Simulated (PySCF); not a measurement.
**Cost of excited-state runs on Benzonitrile (N#Cc1ccccc1, C7H5N)**

Geometry (Å), atoms numbered from 1 in this order:
```xyz
13

N     3.6214    0.7083   -0.0531
C     2.4645    0.5065   -0.0671
C     1.0504    0.2589   -0.0843
C     0.1384    1.3377    0.0036
C    -1.2393    1.0878   -0.0134
C    -1.7185   -0.2289   -0.1168
C    -0.8160   -1.3021   -0.2043
C     0.5641   -1.0661   -0.1885
H     0.5221    2.3650    0.0849
H    -1.9456    1.9287    0.0556
H    -2.8023   -0.4200   -0.1294
H    -1.1907   -2.3336   -0.2860
H     1.2775   -1.9000   -0.2569
```

PySCF with density fitting, on 1 thread of an Arm Neoverse V2, shared host. Command: `OMP_NUM_THREADS=1 python excited_run.py task.json out`

Question: How long does each of these runs take, and how much memory?
- excited-state relaxation, PBE/def2-SVP; state S1; TDA; grid level 1
- excited-state relaxation, PBE/def2-SVP; state T1; UKS; grid level 1

Answer: 
```
                     run         level  basis functions  wall time  peak memory (GiB)
excited-state relaxation  PBE/def2-SVP              137       95 s               0.71
excited-state relaxation  PBE/def2-SVP              137    2.1 min               0.61
```
Times from a shared host are rough.
